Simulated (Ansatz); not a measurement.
Reaction (cleavage of the Ge–Si bond): `F[SiH](F)[GeH3]` + `N[SiH3]` → `[SiH3][NH][GeH3]` + `F[SiH2]F`

Computed with Ansatz on PBE0-D4/def2-TZVP structures; ΔE is electronic, products minus reactants. CCSD(T)/CBS is the MP2 limit (def2-TZVPP, def2-QZVPP) plus CCSD(T) − MP2 in def2-TZVPP, frozen cores. This one scheme is used for every species. DFT in def2-TZVPP. For Ge outer-core shells are correlated without core-valence functions, which leaves a few kJ/mol of doubt a bond. Scalar relativity is left out up to krypton.

Q: Is it downhill or uphill in electronic energy at CCSD(T)/CBS, and by how much? (Best estimate.)

A: The calculation gave: Downhill: ΔE = -5.8 kJ/mol.

Q: What do these levels give: LDA (SPW92), PBE-D4, CAM-B3LYP-D4, ωB97X-V, B2PLYP, PBE0, CAM-B3LYP, RPA@PBE/def2-TZVPP, HF/def2-SVP, CCSD/def2-TZVPP, CCSD(T)/def2-TZVPP, MP2/def2-QZVPP? (Best estimate.)

A: The calculation gave: LDA (SPW92) 15.9, PBE-D4 14.3, CAM-B3LYP-D4 -3.1, ωB97X-V -2.7, B2PLYP -5.5, PBE0 9.3, CAM-B3LYP -1.8, RPA@PBE/def2-TZVPP -14.5, HF/def2-SVP -21.4, CCSD/def2-TZVPP -10.8, CCSD(T)/def2-TZVPP -10.4, MP2/def2-QZVPP -14.0 kJ/mol.

Largest T1 diagnostic among the species: 0.012.

Leaving LDA and LC-ωPBE aside and taking each functional with its dispersion term where it has one, the values, not all of them listed here, spread over 21.5 kJ/mol, from BHLYP-D4 to PBE-D4. From PBE to PBE0 (25 % exact exchange), in def2-TZVPP and without D4, ΔE moves by −6.6 kJ/mol. At CCSD(T), def2-SVP lies −11.5 kJ/mol from the extrapolated value and def2-TZVPP −4.6 kJ/mol.
